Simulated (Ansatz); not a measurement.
Start from `ClC[SiH2][GaH2]` and change one atom or group to get `N[SiH2]CCl`.

Ansatz, PBE0-D4/def2-TZVP geometries, multiplicity 1. Each molecule was computed in one conformer, which needn't be the lowest. `ClC[SiH2][GaH2]` holds a close contact that its SMILES doesn't draw: Ga···Cl 2.76 Å.

Scalar relativity is left out up to krypton.

| property | `ClC[SiH2][GaH2]` |
| --- | --- |
| HOMO energy (PBE/def2-TZVPP) / eV | -6.24 |
| HOMO energy (ωB97M-V/def2-TZVPP) / eV | -9.34 |
| LUMO energy (B3LYP/def2-TZVPP) / eV | -1.44 |
| LUMO energy (ωB97M-V/def2-TZVPP) / eV | 0.48 |
| HOMO energy (B3LYP/def2-TZVPP) / eV | -7.12 |
| HOMO–LUMO gap (PBE0/def2-TZVPP) / eV | 6.08 |

Question: Give the same properties after the change, and the shifts. (Estimate.)

Answer: Computed: 
```tsv
property	`N[SiH2]CCl`	shift
HOMO energy (PBE/def2-TZVPP) / eV	-6.06	0.18
HOMO energy (ωB97M-V/def2-TZVPP) / eV	-9.77	-0.43
LUMO energy (B3LYP/def2-TZVPP) / eV	0.08	1.52
LUMO energy (ωB97M-V/def2-TZVPP) / eV	1.98	1.50
HOMO energy (B3LYP/def2-TZVPP) / eV	-7.23	-0.11
HOMO–LUMO gap (PBE0/def2-TZVPP) / eV	7.79	1.71
```

With PBE0 the HOMO falls by 0.14 eV and the LUMO rises by 1.57 eV, so the gap widens by about 1.71 eV. PBE moves the HOMO by 0.18 eV and ωB97M-V by -0.43 eV.

B3LYP here is the variant with VWN-RPA as its local correlation; programs differ in this.
